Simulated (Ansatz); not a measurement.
ErCl₃, relaxed as a quartet with UKS r2SCAN-D4/def2-SVP in Ansatz, starting from the GFN2-xTB geometry. Force threshold 0.02 eV/Å.

In the def2 sets Er takes a core potential; there is no spin–orbit coupling. With an open 4f shell the SCF may have ended on a state above the lowest.

Start:

```xyz
4

Er    0.4837   -0.2401   -0.6065
Cl    1.4896    0.9152    1.1863
Cl   -0.6984   -1.9130    0.5675
Cl   -1.2749    1.2380   -1.1473
```

Question: Estimate the energy that the relaxation releases and the steps that it takes.

Answer: 8.0 kcal/mol, in 8 steps; 8.5 min on 4 threads of Arm Neoverse V1 on a shared host. The force fell under the threshold at step 7, but the optimiser went on. No frequencies were taken in this run, so the end may be a saddle point.

Question: Does the start keep its bonding and symmetry?

Answer: By distances, no bond broke or formed. The bond that changes most is Er1–Cl2, from 2.36 to 2.41 Å (atoms count from 1). Point group C3v at the start, D3h at the end, both within 0.05 Å.

Question: Predict the relaxed structure.

Answer: 
| atom | x (Å) | y (Å) | z (Å) |
| --- | --- | --- | --- |
| Er1 | 0.006 | -0.001 | -0.006 |
| Cl2 | 1.898 | 0.961 | 1.135 |
| Cl3 | -0.621 | -2.288 | 0.421 |
| Cl4 | -1.283 | 1.328 | -1.549 |
Bond lengths: 3 × Cl–Er 2.41 Å.
